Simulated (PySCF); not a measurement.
CrF4, charge -1, multiplicity 4. Atoms are numbered in the order given.

```xyz
5

Cr     0.0000     0.0000     0.0000
F      0.9464     0.9464     1.2386
F      0.9464    -0.9464    -1.2386
F     -0.9464     0.9464    -1.2386
F     -0.9464    -0.9464     1.2386
```
Charge -1, spin multiplicity 4.

Geometry: B3LYP-D3(BJ)/def2-SVPD. The geometry has at least one imaginary mode, so it is a saddle point at that level. The multiplicity is an assumed one; other spin states were not compared.

Level of theory: B3LYP-D3(BJ)/def2-SVPD run with PySCF 2.14.0.

Frequencies are harmonic and unscaled.

Modes within 1.5 cm⁻¹ of each other (mostly degenerate sets) share a row, with their intensities summed.

| mode | ν (cm⁻¹) | IR (km/mol) | moving atoms (share of kinetic energy) |
|---|---|---|---|
| 1–2 | 114i | 30.8 | F 78 %, Cr 22 % |
| 3 | 107 | 0.0 | F 100 % |
| 4 | 214 | 0.0 | F 100 % |
| 5 | 250 | 3.9 | F 86 %, Cr 14 % |
| 6–7 | 530 | 418.4 | F 63 %, Cr 37 % |
| 8 | 580 | 0.0 | F 100 % |
| 9 | 667 | 250.2 | F 54 %, Cr 46 % |
